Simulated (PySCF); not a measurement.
W(NH)(S)(Br)(OH) (BrH2NOSW), SMILES [NH]=[W]([OH])(=[S])[Br], multiplicity 1.

Geometry: r2SCAN-D4/def2-SVP. The spin state was assumed, not searched. The structure was generated by enumeration; whether it is a known compound was not checked. The def2 effective core potentials stand for the cores of W; spin–orbit coupling is left out. The values are those of a single conformer.

Two levels are set side by side: TDDFT-PBE/def2-SVPD (PySCF) and TDDFT-M06-2X/def2-SVPD (PySCF). Vertical, same geometry. The lowest singlet is HOMO→LUMO 90 % with PBE and HOMO→LUMO 49 %, HOMO→LUMO+1 27 %, HOMO−1→LUMO 19 % with the other functional; states are paired by order. Differences are taken from unrounded values.

```csv
quantity,TDDFT-M06-2X,TDDFT-PBE,TDDFT-PBE minus TDDFT-M06-2X
lowest singlet excitation (eV),3.36,3.33,-0.03
lowest triplet excitation (TDA) (eV),3.03,2.91,-0.12
```

Rough cost on one machine, each run with all the roots and properties that it gave: TDDFT-M06-2X against TDDFT-PBE about 20 times.
